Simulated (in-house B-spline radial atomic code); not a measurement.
**RPA and G0W0 on LDA exchange-only: Te⁺**

Configuration [Kr] 4d10 5s2 5p3, highest spin, mean-field start LDA exchange-only. Computed with a B-spline radial code for spherical atoms: all electrons, non-relativistic, point nucleus, each spin shell either full or empty, empty states to l = 9 with an (l + 1/2)⁻⁴ tail; G0W0 by contour deformation at full frequency.

Without relativity these are model numbers: it shifts the levels of so heavy an element strongly and can reorder them.

Command:
```bash
python run_gw.py task.json out
```
Settings (radii: box in bohr, nucleus in fm):
```
Z                        52
electrons                51
configuration            [Kr] 4d10 5s2 5p3
hamiltonian              nr
method                   lda,
lmax                     9
spin_polarised           True
box_radius               23.78
intervals                55
```

Cost of the run: 6.3 s on 1 thread of Arm Neoverse N1, with other jobs on the host.

Energies (hartree):

```tsv
term	value
mean-field total	-6603.40053
Hartree-Fock functional on these orbitals	-6611.45361
direct second order	-4.5176
second-order exchange	1.2397
SOSEX correction	1.1455
```

(1) What is the RPA correlation energy, and what remains with SOSEX?

Quasi-particle levels (eV):

| level | occupied | mean field | Σx - vxc | Σc | QP weight | G0W0 |
| --- | --- | --- | --- | --- | --- | --- |
| 5p up | yes | -13.713 | -5.02 | ? | ? | ? |
| 5s down | yes | -19.441 | -3.87 | -1.76 | 0.853 | -25.077 |
| 5p down | no | -10.906 | 4.08 | -2.52 | 0.907 | -9.341 |

G0W0 = mean field + (Σx - vxc) + Σc, with Σc (partial-wave tail included) taken at the quasi-particle energy. Only the outer levels were computed. Levels of low weight are left out.

(2) Where does G0W0 put 5p up?

## Answers

(1) RPA gives -3.9196 hartree (-2.09 eV per electron); RPA + SOSEX gives -2.7741, and the second-order doubles -3.2779 hartree (no singles). RPA lacks exchange-type terms and so overcorrelates at short range.

(2) At -18.855 eV, with Σc = -0.12 eV and a quasi-particle weight of 0.875. The tabulated removal energy is 18.6 ± 0.4 eV (NIST, measured); the calculation leaves out relativity, Breit and QED terms, and what these don't explain is the method's own error.
